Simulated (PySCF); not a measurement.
**Atomic charges against the basis set**

Compound: C3H7ClSi2.
Geometry (PBE0-D3(BJ)/def2-SVP, Å), atoms numbered from 1 in this order:
```xyz
13
C3H7ClSi2 angstrom
C      3.1885   -0.1914   -0.0030
C      1.8751   -0.7949    0.1053
C      0.7717   -1.3077    0.1942
Si    -0.9086   -1.9930    0.3094
Si    -2.4610   -0.3877   -0.3854
Cl    -1.0989   -3.6255   -0.9680
H      3.9569   -0.8321    0.4569
H      3.2128    0.7863    0.5031
H      3.4608   -0.0329   -1.0582
H     -1.1567   -2.4832    1.6949
H     -2.3951    0.8081    0.5109
H     -2.1301    0.0228   -1.7831
H     -3.8442   -0.9523   -0.3486
```

PBE0 throughout (PySCF), one geometry, spherical d and f functions. Isolated species at its PBE0-D3(BJ)/def2-SVP geometry, gas phase. Atoms taken as equivalent share a column and are averaged. The first 7 of 9 kinds of atom are listed.

Mulliken charges (e):

```csv
basis,functions,C1,C2,C3,Si4,Si5,Cl6,H7/H8/H9
STO-3G,49,-0.253,-0.035,-0.255,+0.590,+0.370,-0.351,+0.108
6-31G,80,-0.551,+0.027,-0.358,+0.539,+0.284,-0.293,+0.216
pcSseg-0,80,-0.594,-0.251,-0.395,+0.702,+0.084,-0.367,+0.276
6-31G*,110,-0.658,+0.341,-0.397,+0.345,+0.131,-0.269,+0.224
cc-pVDZ,131,-0.021,+0.035,-0.369,+0.334,+0.083,-0.239,+0.092
def2-SVP,131,+0.006,-0.003,-0.402,+0.439,+0.159,-0.270,+0.083
aug-cc-pVDZ,213,+0.267,-0.217,+0.035,+0.133,-0.896,-0.463,+0.001
"6-311+G(2d,p)",228,-0.862,+0.879,-0.647,+0.262,+0.167,-0.193,+0.181
def2-TZVP,246,-0.469,-0.085,-0.086,+0.407,+0.008,-0.246,+0.166
cc-pVTZ,290,-0.312,-0.012,-0.172,+0.370,+0.047,-0.237,+0.128
IGLO-III,307,-0.314,-0.123,-0.199,+0.685,+0.512,-0.405,+0.147
```

IAO charges (e):

| basis | functions | C1 | C2 | C3 | Si4 | Si5 | Cl6 | H7/H8/H9 |
| --- | --- | --- | --- | --- | --- | --- | --- | --- |
| STO-3G | 49 | -0.418 | -0.004 | -0.322 | +0.581 | +0.405 | -0.298 | +0.158 |
| 6-31G | 80 | -0.455 | +0.037 | -0.356 | +0.563 | +0.167 | -0.299 | +0.183 |
| pcSseg-0 | 80 | -0.446 | +0.035 | -0.359 | +0.556 | +0.112 | -0.285 | +0.180 |
| 6-31G* | 110 | -0.436 | +0.037 | -0.392 | +0.672 | +0.264 | -0.321 | +0.177 |
| cc-pVDZ | 131 | -0.435 | +0.031 | -0.389 | +0.672 | +0.262 | -0.317 | +0.177 |
| def2-SVP | 131 | -0.427 | +0.034 | -0.388 | +0.673 | +0.271 | -0.310 | +0.173 |
| aug-cc-pVDZ | 213 | -0.443 | +0.027 | -0.391 | +0.677 | +0.265 | -0.323 | +0.180 |
| 6-311+G(2d,p) | 228 | -0.446 | +0.029 | -0.401 | +0.695 | +0.287 | -0.325 | +0.181 |
| def2-TZVP | 246 | -0.445 | +0.029 | -0.403 | +0.705 | +0.290 | -0.326 | +0.181 |
| cc-pVTZ | 290 | -0.446 | +0.030 | -0.399 | +0.697 | +0.278 | -0.325 | +0.181 |
| IGLO-III | 307 | -0.447 | +0.028 | -0.402 | +0.698 | +0.290 | -0.320 | +0.181 |

Hirshfeld charges (e):

```json
{"basis": "STO-3G", "functions": "49", "C1": "-0.004", "C2": "-0.060", "C3": "-0.189", "Si4": "+0.450", "Si5": "+0.272", "Cl6": "-0.292", "H7/H8/H9": "+0.035"}
{"basis": "6-31G", "functions": "80", "C1": "-0.067", "C2": "-0.007", "C3": "-0.194", "Si4": "+0.281", "Si5": "+0.190", "Cl6": "-0.168", "H7/H8/H9": "+0.063"}
{"basis": "pcSseg-0", "functions": "80", "C1": "-0.072", "C2": "-0.010", "C3": "-0.201", "Si4": "+0.306", "Si5": "+0.204", "Cl6": "-0.166", "H7/H8/H9": "+0.063"}
{"basis": "6-31G*", "functions": "110", "C1": "-0.068", "C2": "-0.006", "C3": "-0.185", "Si4": "+0.269", "Si5": "+0.196", "Cl6": "-0.151", "H7/H8/H9": "+0.064"}
{"basis": "cc-pVDZ", "functions": "131", "C1": "-0.081", "C2": "-0.009", "C3": "-0.189", "Si4": "+0.280", "Si5": "+0.209", "Cl6": "-0.138", "H7/H8/H9": "+0.065"}
{"basis": "def2-SVP", "functions": "131", "C1": "-0.086", "C2": "-0.007", "C3": "-0.190", "Si4": "+0.280", "Si5": "+0.214", "Cl6": "-0.128", "H7/H8/H9": "+0.066"}
{"basis": "aug-cc-pVDZ", "functions": "213", "C1": "-0.096", "C2": "-0.011", "C3": "-0.194", "Si4": "+0.282", "Si5": "+0.208", "Cl6": "-0.133", "H7/H8/H9": "+0.069"}
{"basis": "6-311+G(2d,p)", "functions": "228", "C1": "-0.088", "C2": "-0.012", "C3": "-0.195", "Si4": "+0.277", "Si5": "+0.213", "Cl6": "-0.131", "H7/H8/H9": "+0.068"}
{"basis": "def2-TZVP", "functions": "246", "C1": "-0.092", "C2": "-0.009", "C3": "-0.191", "Si4": "+0.275", "Si5": "+0.208", "Cl6": "-0.129", "H7/H8/H9": "+0.068"}
{"basis": "cc-pVTZ", "functions": "290", "C1": "-0.092", "C2": "-0.008", "C3": "-0.189", "Si4": "+0.277", "Si5": "+0.207", "Cl6": "-0.134", "H7/H8/H9": "+0.068"}
{"basis": "IGLO-III", "functions": "307", "C1": "-0.097", "C2": "-0.014", "C3": "-0.194", "Si4": "+0.279", "Si5": "+0.208", "Cl6": "-0.122", "H7/H8/H9": "+0.069"}
```

ESP-fitted charges (e):

```csv
basis,functions,C1,C2,C3,Si4,Si5,Cl6,H7/H8/H9
STO-3G,49,-0.527,+0.165,-0.317,+0.543,+0.086,-0.321,+0.169
6-31G,80,-0.539,+0.245,-0.410,+0.464,+0.086,-0.281,+0.187
pcSseg-0,80,-0.657,+0.310,-0.497,+0.579,+0.018,-0.288,+0.218
6-31G*,110,-0.573,+0.250,-0.370,+0.310,+0.101,-0.194,+0.195
cc-pVDZ,131,-0.520,+0.223,-0.356,+0.263,+0.086,-0.160,+0.183
def2-SVP,131,-0.513,+0.229,-0.367,+0.282,+0.102,-0.156,+0.181
aug-cc-pVDZ,213,-0.568,+0.231,-0.335,+0.213,+0.091,-0.150,+0.195
"6-311+G(2d,p)",228,-0.591,+0.237,-0.337,+0.199,+0.106,-0.143,+0.202
def2-TZVP,246,-0.587,+0.239,-0.340,+0.210,+0.109,-0.139,+0.200
cc-pVTZ,290,-0.564,+0.227,-0.339,+0.224,+0.110,-0.146,+0.195
IGLO-III,307,-0.571,+0.221,-0.307,+0.117,+0.139,-0.111,+0.197
```

Problem. Which scheme is steadiest as the basis changes?

Solution. Largest range over the bases for any column: Hirshfeld 0.18 e, IAO 0.29 e, ESP-fitted 0.46 e, Mulliken 1.41 e. Hirshfeld charges move least and Mulliken charges most, counted in e. Without the minimal STO-3G basis the ranges are Hirshfeld 0.05, IAO 0.18, ESP-fitted 0.46, Mulliken 1.41 e.

Problem. How much do the charges still move between the two largest bases, cc-pVTZ and IGLO-III?

Solution. At most, over all atoms: Mulliken 0.465 e, IAO 0.012 e, Hirshfeld 0.011 e, ESP-fitted 0.107 e.

Problem. What do the same runs give for the total energy, the frontier levels and the dipole moment?

Solution. 
```json
{"basis": "STO-3G", "energy (Eh)": "-1144.0871", "HOMO (eV)": "-5.54", "LUMO (eV)": "3.32", "μ (D)": "3.12"}
{"basis": "6-31G", "energy (Eh)": "-1157.0027", "HOMO (eV)": "-7.61", "LUMO (eV)": "-0.66", "μ (D)": "3.61"}
{"basis": "pcSseg-0", "energy (Eh)": "-1155.6840", "HOMO (eV)": "-7.90", "LUMO (eV)": "-0.90", "μ (D)": "3.47"}
{"basis": "6-31G*", "energy (Eh)": "-1157.1091", "HOMO (eV)": "-7.50", "LUMO (eV)": "-0.67", "μ (D)": "3.13"}
{"basis": "cc-pVDZ", "energy (Eh)": "-1157.1733", "HOMO (eV)": "-7.51", "LUMO (eV)": "-0.64", "μ (D)": "2.86"}
{"basis": "def2-SVP", "energy (Eh)": "-1156.7558", "HOMO (eV)": "-7.56", "LUMO (eV)": "-0.65", "μ (D)": "2.80"}
{"basis": "aug-cc-pVDZ", "energy (Eh)": "-1157.1839", "HOMO (eV)": "-7.59", "LUMO (eV)": "-0.85", "μ (D)": "2.84"}
{"basis": "6-311+G(2d,p)", "energy (Eh)": "-1157.2331", "HOMO (eV)": "-7.62", "LUMO (eV)": "-0.89", "μ (D)": "2.83"}
{"basis": "def2-TZVP", "energy (Eh)": "-1157.2456", "HOMO (eV)": "-7.60", "LUMO (eV)": "-0.80", "μ (D)": "2.78"}
{"basis": "cc-pVTZ", "energy (Eh)": "-1157.2539", "HOMO (eV)": "-7.59", "LUMO (eV)": "-0.77", "μ (D)": "2.81"}
{"basis": "IGLO-III", "energy (Eh)": "-1157.2405", "HOMO (eV)": "-7.59", "LUMO (eV)": "-0.76", "μ (D)": "2.66"}
```

The dipole is fixed by the density alone, so its range of 0.95 D shows that the density itself changes with the basis, not only its division among atoms.
